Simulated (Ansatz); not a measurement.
Relaxation of AlFH₅NSi₂ (10 atoms, charge 0, multiplicity 1), to a largest force component of 0.015 eV/Å in at most 40 steps.

These are results of Ansatz, RKS BLYP/def2-SVP, not measurements.

```xyz
10
Properties=species:S:1:pos:R:3
N -2.365 1.144 -0.064
Al -0.742 0.274 0.021
Si 0.689 -1.367 0.924
Si 1.579 -0.076 -0.680
F 2.571 1.095 -0.149
H -2.215 2.218 0.081
H -2.725 1.096 -1.055
H 0.380 -2.721 0.555
H 1.166 -1.028 2.345
H 1.745 -0.686 -1.974
```

**Question.** Where does it end, and by what steps?

**Answer.** The forces met the threshold. After 21 steps the energy has fallen by 1.367 eV; H7 moved furthest, 1.14 Å.

```
step  energy less start (eV)  largest force component (eV/Å)  accepted
   0                  0.0000                           2.207       yes
   1                 -0.6453                           0.792       yes
   2                 -0.7718                           0.786       yes
   3                 -0.8519                           0.903       yes
   4                 -0.9571                           1.324       yes
   5                 -1.1245                           0.950       yes
   6                 -1.2707                           0.570       yes
   7                 -1.3247                           0.366       yes
   8                 -1.3243                           0.244        no
   9                 -1.3475                           0.528       yes
  10                 -1.3592                           0.121       yes
  11                 -1.3614                           0.076       yes
  12                 -1.3632                           0.042       yes
  13                 -1.3641                           0.051       yes
  14                 -1.3654                           0.048       yes
  15                 -1.3626                           0.101        no
  16                 -1.3665                           0.027       yes
  17                 -1.3660                           0.079        no
  18                 -1.3670                           0.018       yes
  19                 -1.3672                           0.024       yes
  20                 -1.3672                           0.016       yes
  21                 -1.3672                           0.010       yes
```

```xyz
10
Properties=species:S:1:pos:R:3
N -2.226 1.301 -0.219
Al -0.684 0.400 -0.292
Si 0.573 -1.487 0.731
Si 1.706 0.159 -0.538
F 3.146 0.922 -0.247
H -2.330 2.302 -0.415
H -3.143 0.888 -0.020
H 0.786 -2.982 0.725
H 0.448 -1.054 2.177
H 1.808 -0.499 -1.899
```

Whether the end is a true minimum wasn't checked by a vibrational analysis.

The run took 61 s on 2 threads of Arm Neoverse V1, on a shared host, peak memory 0.15 GiB.
